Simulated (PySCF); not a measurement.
**Electron correlation in Mg (magnesium, neutral)**

[Ne] 3s1 4s1, high-spin 3S determinant (an excited configuration). Computed with PySCF 2.14 in aug-cc-pVQZ (7s6p4d3f2g, 84 functions), with no relativity, point nucleus. Frozen: [Ne]; 2 electrons correlated.

With two correlated electrons CCSD is exact within the correlated space (frozen core and kept virtual orbitals).

```csv
level,correlation energy (mhartree)
CCSD,-4.22
```

Diagnostics: T1 = 0.019, D1 = 0.0371, largest double amplitude 0.055.

The outer electron is Rydberg-like, and this basis confines it to a smaller radius and binds it less than a complete one would.

Cost of the coupled-cluster step: of the order of 6 core-seconds, for 2 correlated electrons.

Iterations:

```
CC2 = 0
CCSD nocc = (np.int64(2), np.int64(0)), nmo = (79, 79)
frozen orbitals [[0, 1, 2, 3, 4], [0, 1, 2, 3, 4]]
max_cycle = 100
direct = 0
conv_tol = 1e-08
conv_tol_normt = 1e-06
diis_space = 8
diis_start_cycle = 0
Init t2, MP2 energy = -0.00197612771514757
Init E_corr(UCCSD) = -0.00197612771586868
cycle = 1  E_corr(UCCSD) = -0.00291040209500676  dE = -0.000934274379  norm(t1,t2) = 0.0323537
cycle = 2  E_corr(UCCSD) = -0.00343016078621801  dE = -0.000519758691  norm(t1,t2) = 0.0202062
cycle = 3  E_corr(UCCSD) = -0.00423463538359992  dE = -0.000804474597  norm(t1,t2) = 0.0127825
cycle = 4  E_corr(UCCSD) = -0.00421255082588903  dE = 2.20845577e-05  norm(t1,t2) = 0.00120137
cycle = 5  E_corr(UCCSD) = -0.00421696673098652  dE = -4.4159051e-06  norm(t1,t2) = 0.000134094
cycle = 6  E_corr(UCCSD) = -0.00421516939278722  dE = 1.7973382e-06  norm(t1,t2) = 3.49135e-05
cycle = 7  E_corr(UCCSD) = -0.00421587177894575  dE = -7.02386159e-07  norm(t1,t2) = 1.66889e-05
cycle = 8  E_corr(UCCSD) = -0.00421581888998251  dE = 5.28889632e-08  norm(t1,t2) = 1.72937e-06
cycle = 9  E_corr(UCCSD) = -0.00421582804139378  dE = -9.15141127e-09  norm(t1,t2) = 3.39884e-07
UCCSD converged
E(UCCSD) = -199.4640075164852  E_corr = -0.004215828041393782
```
